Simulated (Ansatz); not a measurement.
Basis-set extrapolation for C2H7AlOSi (PBE0-D4/def2-TZVP geometry, frozen core, Ansatz). Multiplicity 1, RHF reference.

```csv
,def2-TZVPP,def2-QZVPP
HF,-685.708525,-685.732277
MP2 correlation,-0.781952,-0.837933
CCSD(T) correlation,-0.857087,not run
```

Energies in hartree. Use E(X) = E(∞) + A·exp(−7.88·√X) for Hartree–Fock and E(X) = E(∞) + B·X^(−2.97) for correlation, with X = 3 and 4, and add CCSD(T) minus MP2 of the smaller set to the MP2 limit.

What is the CCSD(T) energy at the basis-set limit?

HF limit: -685.732277 + (-0.023752) × 0.13774 = -685.73555. MP2 limit: -0.837933 + (-0.055981) × 0.74074 = -0.87940. Higher-order term: -0.857087 − (-0.781952) = -0.07514. Total: -686.69009 hartree, 326.8 kJ/mol below CCSD(T)/def2-TZVPP.
